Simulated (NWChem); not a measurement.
System: GeH$_{2}$O$_{2}$, singlet; SMILES [OH][Ge][OH]

The following NWChem deck was run.

```
start job
memory heap 200 mb stack 900 mb global 1100 mb
geometry units angstroms noautosym nocenter noautoz
  Ge     0.000000     0.000000     0.349670
  O      1.303479     0.000000    -0.866438
  H      2.176646     0.000000    -0.457368
  O     -1.303479     0.000000    -0.866438
  H     -2.176646     0.000000    -0.457368
end
basis spherical
  * library def2-svp
end
dft
  xc hfexch
  iterations 150
end
property
  efieldgrad
end
task dft property
```

Low-valent species are run as closed-shell singlets; no triplet was tried in these runs. Structure relaxed at the PBE0/def2-SVP level.

Vzz is the largest principal value of the second derivative of the potential at the nucleus (NWChem prints the opposite sign); η is the asymmetry. Non-relativistic.

Atoms are numbered as in the input.

Question: Give the results of this calculation. (Hartree-Fock/def2-SVP.) Quantities: Vzz Ge1 (a.u.); η Ge1; Vzz O4 (a.u.); η O4.

Answer: 
| Property | Result |
|---|---|
| Vzz Ge1 (a.u.) | 2.928 |
| η Ge1 | 0.89 |
| Vzz O4 (a.u.) | 1.406 |
| η O4 | 0.35 |
